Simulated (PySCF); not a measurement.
# Spinor energies of Pt(50+) (platinum, charge +50)

Start: [Ar] 3d10. Calculated with PySCF 2.14 in an uncontracted even-tempered set (18 s from 4.6 bohr⁻², ratio 2.6; 15 p from 5.9 bohr⁻², ratio 2.6; 10 d from 5.9 bohr⁻², ratio 2.6; 5 f from 6.1 bohr⁻², ratio 2.8): generalised Hartree-Fock with the X2C-1e Hamiltonian and a Gaussian nucleus; spin-orbit coupling (SO) screened by Boettger's factors.

```tsv
spinor shell	electrons	ε, screened SO (eV)	weight of nominal j (screened SO)	rms radius, screened SO (bohr)
1s1/2	2	-81548.9	1.000	0.0194
2s1/2	2	-16668.3	1.000	0.0780
2p1/2	2	-16078.0	1.000	0.0661
2p3/2	4	-14334.4	1.000	0.0739
3s1/2	2	-5880.5	1.000	0.195
3p1/2	2	-5622.5	1.000	0.187
3p3/2	4	-5214.7	1.000	0.201
3d3/2	4	-4803.5	1.000	0.175
3d5/2	6	-4715.3	1.000	0.179
```

```tsv
quantity	screened SO
E (hartree)	-16564.30093
M_J	0
⟨J²⟩	0.000
⟨L²⟩	0.077
⟨S²⟩	0.077
```

Breit and QED terms are absent; they matter most for the inner s and p1/2 levels.

Densities and radii are taken from the X2C orbitals without a picture-change correction, which distorts them close to the nucleus.
